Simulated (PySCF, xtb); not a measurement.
C2H12N2Si2, SMILES C[Si@H](CN)N[SiH3]. Other conformers were not sampled.

Harmonic wavenumbers (cm⁻¹) from GFN2-xTB run with xtb at its own minimum, in rising order: 27, 35, 78, 117, 126, 141, 210, 234, 278, 301, 373, 565, 577, 617, 645, 659, 721, 764, 768, 778, 796, 815, 835, 838, 964, 985, 1081, 1101, 1196, 1254, 1337, 1372, 1485, 1488, 1492, 1577, 2171, 2211, 2238, 2250, 2823, 2975, 3042, 3049, 3057, 3368, 3407, 3468.

Question: What does PBE-D3(BJ)/def2-SVP (PySCF) give at its own minimum? (The exact figures need the calculation; the answer reports its results.)

Answer: 37, 68, 104, 125, 147, 155, 213, 265, 296, 338, 350, 560, 614, 644, 670, 681, 695, 749, 780, 827, 854, 877, 894, 906, 925, 967, 1061, 1082, 1136, 1209, 1215, 1290, 1381, 1383, 1415, 1576, 2129, 2141, 2161, 2167, 2836, 2970, 2972, 3068, 3077, 3395, 3477, 3520. Paired by order, the mean absolute difference is 40 cm⁻¹ and the zero-point energies are 86.8 and 86.4 kcal/mol.
